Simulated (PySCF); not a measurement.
Al(F)(Br)(OMe) (CH3AlBrFO), SMILES C[O][Al]([F])[Br]. The structure is a stationary point at B3LYP-D3(BJ)/def2-SVP. The structure was generated by enumeration; whether it is a known compound was not checked. Other conformers were not sampled.

Computed equilibrium geometry at B3LYP-D3(BJ)/def2-SVP (PySCF confirms it by a frequency run) as a Z-matrix, and its point group (one conformer of several):
point group Cs.
```
O
C 1 1.4014
H 2 1.1039 1 110.18
H 2 1.1039 3 107.71 1 -120.21
H 2 1.1056 3 108.01 4 -116.43
Al 1 1.6761 2 139.05 3 120.65
F 6 1.6537 1 118.57 2 180.00
Br 6 2.2414 7 119.27 1 180.00
```
Charge 0, spin multiplicity 1.
